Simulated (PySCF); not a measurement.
dimethyl telluride (C2H6Te), SMILES C[Te]C. Atoms are numbered in the order given.

```xyz
9

C      1.5875     0.0000    -1.0848
Te     0.0000     0.0000     0.4025
C     -1.5875     0.0000    -1.0848
H      1.5160    -0.9097    -1.7088
H      2.5493     0.0000    -0.5384
H      1.5160     0.9097    -1.7088
H     -1.5160    -0.9097    -1.7088
H     -2.5493     0.0000    -0.5384
H     -1.5160     0.9097    -1.7088
```

Coordinates come from a PBE-D3(BJ)/def2-SVP optimisation. The def2 effective core potentials stand for the cores of Te; spin–orbit coupling is left out.

Calculation: PBE-D3(BJ)/def2-SVP run with PySCF.

Frequencies are harmonic and unscaled.

Computed normal modes with their intensities:
```
mode  ν (cm⁻¹)  IR (km/mol)  moving atoms (share of kinetic energy)
----  --------  -----------  --------------------------------------
1          109          0.1                                  H 97 %
2          120          0.0                                  H 97 %
3          163          0.0                  C 59 %, H 32 %, Te 9 %
4          510          0.5                  C 76 %, H 15 %, Te 9 %
5          514          5.2                 C 73 %, H 15 %, Te 11 %
6          753          1.2                          H 88 %, C 12 %
7          785          0.0                          H 89 %, C 11 %
8          818         20.2                          H 87 %, C 13 %
9          860         26.1                          H 80 %, C 19 %
10        1181         12.4                          H 85 %, C 15 %
11        1199          7.3                          H 85 %, C 15 %
12        1378          0.0                                  H 95 %
13        1386         13.3                                  H 95 %
14        1388         17.3                                  H 94 %
15        1394          0.4                                  H 95 %
16        2991         12.0                                  H 98 %
17        2994         11.2                                  H 98 %
18        3113          2.9                          H 90 %, C 10 %
19        3114          2.6                          H 90 %, C 10 %
20        3114          0.4                          H 90 %, C 10 %
21        3118          0.0                          H 90 %, C 10 %
```
